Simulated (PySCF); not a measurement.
# Ionising TlS

r²SCAN; PySCF, scalar-relativistic core potentials, basis sets Tl cc-pVDZ-PP with ECP60, S cc-pV(D+d)Z. Neutral (UKS): doublet (π ↑), Re = 2.619 Å, ωe = 266 cm⁻¹, De = 3.06 eV, HOMO -5.36 eV, LUMO -4.44 eV.

TlS⁺ (UKS): triplet (π ↑↑), Re = 3.191 Å, ωe = 121 cm⁻¹. The energies at the minima are -570.76350 hartree for TlS and -570.46958 for TlS⁺.

Task: Work out the adiabatic ionisation energy, without and with harmonic zero-point energies (1 hartree = 27.2114 eV, 1 eV = 8065.5 cm⁻¹), and the change of the bond length.

Result: At r²SCAN: 0.29392 hartree = 7.998 eV between the minima; the zero-point term (121.0 − 266.0)/2 cm⁻¹ = -0.009 eV makes it 7.989 eV. Re changes by +57.2 pm against the neutral. The electron leaves a π orbital, and the ion is left as a loose complex of an ion and an atom.

Spin–orbit coupling is left out, which matters for elements this heavy, above all for dissociation energies. States were picked by a PBE0 search and need not be the measured ground states.
